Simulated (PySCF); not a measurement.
Level of theory: PBE-D3(BJ)/def2-TZVP // B3LYP-D3(BJ)/def2-TZVP (PySCF). All species are isolated molecules in the gas phase. One relaxed conformer stands for a flexible species; it need not be the lowest. Delta-SCF ions had no search for a lower state. Excitations are Tamm–Dancoff values on a coarser integration grid. The basis has no diffuse functions, so Rydberg states are missing or too high.

Reference species (SMILES): `[SiH2]1[SiH2]C1O` (H–O–C–Si torsion 63°) (neutral, multiplicity 1).

| Quantity | Value |
|---|---|
| S1–T1 gap (TDA) | 0.72 eV |
| S1 excitation (TDA) | 4.60 eV |
| vertical ionisation energy (Delta-SCF) | 8.33 eV |
| LUMO | -1.16 eV |

After one change: the S1–T1 gap (TDA) drops by 0.02 eV; the S1 excitation (TDA) rises by 0.22 eV; the vertical ionisation energy (Delta-SCF) rises by 1.10 eV; the LUMO falls by 0.62 eV.

Question: Which change was made? The new species is one of these.
A. `[SiH3][C@@H]1O[SiH2]1`
B. `[SiH3][Si@@H]1CO1`
C. `C[SiH2][SiH]=O` (C–Si–Si–O torsion 0°)
D. `OC[SiH]=[SiH2]` (H–O–C–Si torsion -173°, O–C–Si–Si torsion -106°)

Answer: B, `[SiH3][Si@@H]1CO1`
